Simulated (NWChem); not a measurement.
# BeNH3; SMILES [NH2][BeH]

Results from NWChem. The geometry was optimised at PBE0/def2-SVP. Hybrids' shares of exact exchange are those that their runs print; pure functionals count as 0. The functionals differ in more than this share.

```csv
row,share of exact exchange,highest occupied level (eV)
PBE/def2-TZVP,0.00,-6.02
OLYP/def2-TZVP,0.00,-5.83
TPSSh/def2-TZVP,0.10,-6.61
B3LYP/def2-TZVP,0.20,-7.15
PBE0/def2-TZVP,0.25,-7.39
BHandHLYP/def2-TZVP,0.50,-8.68
Hartree-Fock/def2-TZVP,1.00,withheld
```

Problem. Fit a straight line of the last column on the one before it, predict the withheld value, and compare with the run.

Solution. 
1. Means of the 6 shown rows: x = 0.175, y = -6.947. Slope Σ(x − x̄)(y − ȳ)/Σ(x − x̄)² = -0.9845/0.1787 = -5.508; intercept -5.983.
2. The shown rows scatter about the line by 0.081 (root mean square); the largest residual is +0.15, at OLYP/def2-TZVP.
3. At x = 1.00 (Hartree-Fock/def2-TZVP; beyond the shown range) the line gives -11.49.
4. The run gives -10.77, +0.72 from the line, 8.9 times the scatter.
